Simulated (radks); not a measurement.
The numbers below are computed, except where a source is named.
Question: Radial electron density D(r) = 4 pi r^2 rho(r) of an atom or ion with 39 electrons. Code: a radial shooting solver on a logarithmic mesh with Libxc functionals. Model: Dirac Kohn-Sham, PBEsol, spin-unpolarised, spherical densities, finite nucleus; Fermi nuclear charge, rms radius of each element as measured or else 0.836 A^(1/3) + 0.57 fm.

```
   r/bohr * D(r) (the largest magnitude, 62.2, reaches the edge; | marks zero)
  0.00122 |*
 0.001601 | *
 0.002102 |  *
 0.002759 |   *
 0.003621 |     *
 0.004753 |         *
 0.006239 |             *
 0.008189 |                    *
  0.01075 |                           *
  0.01411 |                                   *
  0.01852 |                                          *
  0.02431 |                                             *
   0.0319 |                                            *
  0.04188 |                                       *
  0.05497 |                                      *
  0.07215 |                                            *
  0.09546 |                                                     *
   0.1253 |                                                      *
   0.1645 |                                           *
   0.2159 |                                  *
   0.2834 |                                     *
   0.3719 |                                         *
   0.4882 |                              *
   0.6408 |              *
   0.8411 |        *
    1.104 |        *
    1.449 |      *
    1.902 |  *
    2.497 |*
    3.277 *
    4.302 *
    5.646 *
```

What is the nuclear charge?

Answer: Z = 41. The innermost maximum, from 1s, lies near gamma/Z bohr with gamma = sqrt(1 - (Z/c)^2) = 0.954, here 0.0233 bohr (found: 0.0255), and its height grows with Z. The density is that of the niobium ion Nb2+ in [Kr] 4d3; the configuration itself is not fixed sharply by these data, and Z only to a few units. D(r) has 4 maxima, at r = 0.0255, 0.112, 0.355, 1.01 bohr, and minima at 0.0516, 0.226, 0.911 bohr, inside which lie 2.07, 11.06, 29.49 electrons.
